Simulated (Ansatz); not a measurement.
methyl formate (C$_{2}$H$_{4}$O$_{2}$), singlet, at a GFN2-xTB geometry. Base run: MP2/STO-3G (Ansatz, a first-principles code).

The Ansatz input:
Ansatz 0.2 input:
```yaml
crystal:
  periodic: [false, false, false]
  atoms:
    - {symbol: C, position_ang: [-0.91982122, -0.08309295, 0.01210331]}
    - {symbol: O, position_ang: [-0.73577669, -1.26344773, 0.02384941]}
    - {symbol: O, position_ang: [0.00784141, 0.85748876, -0.01005908]}
    - {symbol: H, position_ang: [-1.91236445, 0.39813516, 0.01878171]}
    - {symbol: C, position_ang: [1.36046002, 0.40713364, -0.02142447]}
    - {symbol: H, position_ang: [1.98017944, 1.29959769, -0.01906713]}
    - {symbol: H, position_ang: [1.56131876, -0.20366968, 0.86058411]}
    - {symbol: H, position_ang: [1.55051574, -0.19063563, -0.91469422]}
basis:
  gaussian:
    orbitals: STO-3G
magnetization: {spin_polarized: false}
correlation: {method: mp2}
```

Each row names what was changed in the base input (with any setting that the change needs).

```
change               basis functions      E (Eh)  MP2 correlation (Eh)  core-seconds (rough)
-------------------  ---------------  ----------  --------------------  --------------------
base                              24  -224.99691              -0.20376                   0.3
basis = 6-31G                      …           …                     …                   0.6
basis = def2-SVP                  76  -228.24906              -0.63398                     1
basis = pc-1                      76  -228.37106              -0.63823                     1
basis = 6-31G**                    …           …                     …                     1
basis = 6-31+G*                    …           …                     …                     1
basis = 6-311G**                  96  -228.52761              -0.67749                     1
basis = 6-311++G**               116  -228.53887              -0.68342                     2
basis = def2-SVPD                118  -228.29322              -0.66360                     3
basis = pc-2                     176  -228.66392              -0.78260                     5
basis = cc-pVTZ                  176           …                     …                     4
basis = def2-TZVPP               180  -228.68253              -0.79505                     5
basis = aug-cc-pVTZ              276  -228.69411              -0.81305                    20
```

### Question
Some entries are withheld; supply them.

### Answer

- basis = 6-31G, basis functions: 44
- basis = 6-31G, E (Eh): -228.09434
- basis = 6-31G, MP2 correlation (Eh): -0.42451
- basis = 6-31G**, basis functions: 80
- basis = 6-31G**, E (Eh): -228.42640
- basis = 6-31G**, MP2 correlation (Eh): -0.63147
- basis = 6-31+G*, basis functions: 84
- basis = 6-31+G*, E (Eh): -228.41038
- basis = 6-31+G*, MP2 correlation (Eh): -0.61511
- basis = cc-pVTZ, E (Eh): -228.67555
- basis = cc-pVTZ, MP2 correlation (Eh): -0.79798

Totals compare only among sets that treat the same electrons; sets with core potentials leave the core out.
